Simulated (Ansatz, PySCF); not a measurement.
CH2N, SMILES [CH][NH] (connectivity only; charge and spin as stated), neutral, multiplicity 2. Atoms are numbered in the order given.

```xyz
4

C     -0.1779    -0.6051     0.0000
N      0.1812     0.5683     0.0000
H      0.4927    -1.4718     0.0000
H     -0.5209     1.3090     0.0000
```
Charge 0, spin multiplicity 2.

Geometry: B3LYP-D3(BJ)/def2-TZVPD.

Two levels are set side by side: PBE-D3(BJ)/def2-TZVPD (Ansatz, a first-principles code) and B3LYP-D3(BJ)/def2-TZVPD (Ansatz). Each level has its own optimised geometry; the coordinates shown are those of the second. Frequencies come from the Hessian of PySCF at each geometry. Differences are taken from unrounded values.

```json
[
 {"quantity": "mean bond length (Å)", "B3LYP-D3(BJ)": "1.114", "PBE-D3(BJ)": "1.124", "PBE-D3(BJ) minus B3LYP-D3(BJ)": "0.009"},
 {"quantity": "bond C1–N2 (Å)", "B3LYP-D3(BJ)": "1.227", "PBE-D3(BJ)": "1.237", "PBE-D3(BJ) minus B3LYP-D3(BJ)": "0.010"},
 {"quantity": "bond C1–H3 (Å)", "B3LYP-D3(BJ)": "1.096", "PBE-D3(BJ)": "1.105", "PBE-D3(BJ) minus B3LYP-D3(BJ)": "0.010"},
 {"quantity": "bond N2–H4 (Å)", "B3LYP-D3(BJ)": "1.020", "PBE-D3(BJ)": "1.030", "PBE-D3(BJ) minus B3LYP-D3(BJ)": "0.009"},
 {"quantity": "highest harmonic wavenumber (cm⁻¹)", "B3LYP-D3(BJ)": "3416", "PBE-D3(BJ)": "3322", "PBE-D3(BJ) minus B3LYP-D3(BJ)": "-94"},
 {"quantity": "mean harmonic wavenumber (cm⁻¹)", "B3LYP-D3(BJ)": "1882", "PBE-D3(BJ)": "1833", "PBE-D3(BJ) minus B3LYP-D3(BJ)": "-49"},
 {"quantity": "zero-point energy (kcal/mol)", "B3LYP-D3(BJ)": "16.14", "PBE-D3(BJ)": "15.72", "PBE-D3(BJ) minus B3LYP-D3(BJ)": "-0.42"}
]
```

Exact exchange shortens and stiffens bonds; PBE has none. Differences between two approximate levels are no errors against the true value.
